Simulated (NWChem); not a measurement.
SnNH$_{4}$Br; SMILES [NH2][SnH2][Br]

```xyz
7

Sn     0.3030     0.8146    -0.0013
N     -1.5819     1.5859    -0.0639
Br    -0.0736    -1.6548    -0.0055
H      1.1107     1.2386    -1.4439
H      1.2096     1.1421     1.4202
H     -2.2045     1.1209     0.5956
H     -1.6175     2.5856     0.1321
```
Atoms are numbered in this order, from 1.

The geometry was optimised at PBE0/def2-SVP. Not confirmed as a minimum by frequencies. def2 effective core potentials on Sn; no spin-orbit coupling.

Problem. List the 4 lowest vertical singlet excitations from CAM-B3LYP/def2-SVPD with def2 effective core potentials on Sn, TDA (NWChem).

Solution. 
```tsv
state	energy (eV)	oscillator strength	leading excitation (squared amplitude)
S1	5.74	0.013	HOMO → LUMO (0.75)
S2	5.86	0.017	HOMO−1 → LUMO (0.79)
S3	5.98	0.025	HOMO−2 → LUMO (0.44)
S4	6.05	0.059	HOMO → LUMO+1 (0.51)
```
